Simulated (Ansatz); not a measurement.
`F[CH]([SiH3])[GaH2]` + H–F → `F[CH](F)[GaH2]` + SiH₄ at 400 K and 1 bar (substitution at a C–Si bond).

Gas-phase electronic energies from Ansatz, PBE0-D4/def2-TZVP geometries. CCSD(T)/CBS adds triple-zeta CCSD(T) − MP2 to the extrapolated MP2 energy (def2 sets, frozen cores). This one scheme is used for every species. For Ga outer-core shells are correlated without core-valence functions, which leaves a few kJ/mol of doubt a bond. Scalar relativity is left out up to krypton.

```csv
species,CCSD(T)/CBS energy (Eh),H − E (kJ/mol),S (J/(mol·K))
`F[CH]([SiH3])[GaH2]`,-2354.42561,182.9,391.4
H–F,-100.39570,36.5,182.2
`F[CH](F)[GaH2]`,-2163.33500,117.8,359.4
SiH₄,-291.46306,96.9,218.6
```

H − E and S are ideal-gas, rigid-rotor, harmonic terms from PBE0-D4/def2-TZVP, for one conformer and one mirror image of each species. 1 Eh = 2625.50 kJ/mol, R = 8.31446 J/(mol·K).

**Question.** By hand: ΔE, ΔH, ΔS and ΔG.

**Answer.** ΔE = (-2163.33500) + (-291.46306) − (-2354.42561) − (-100.39570) = 0.02325 Eh = 61.0 kJ/mol. Δ(H − E) = 117.8 + 96.9 − 182.9 − 36.5 = -4.7, so ΔH = 56.3 kJ/mol. ΔS = 359.4 + 218.6 − 391.4 − 182.2 = 4.4 J/(mol·K). ΔG = 56.3 − 400 × (4.4)/1000 = 54.5 kJ/mol.

**Question.** By hand: the equilibrium constant, and the temperature at which ΔG would vanish if ΔH and ΔS stayed fixed.

**Answer.** log₁₀ K = −ΔG/(RT ln 10) = -7.1. ΔG = 0 at ΔH/ΔS = 12795 K, far beyond where these terms or the molecules hold.

The number of gas molecules stays the same, so ΔS is small and ΔH decides. A doubt of 5 kJ/mol in ΔE shifts log₁₀ K by 0.7 here. Other conformers and mirror images would add mixing entropy, several J/(mol·K) or more a flexible species. Modes under 60 cm⁻¹, often nearly free rotors, make the harmonic entropy too high. These are equilibria of isolated gas molecules and say nothing of rates. Largest T1 diagnostic: 0.013 (customary marks: 0.02 for closed shells, 0.045 for open ones).
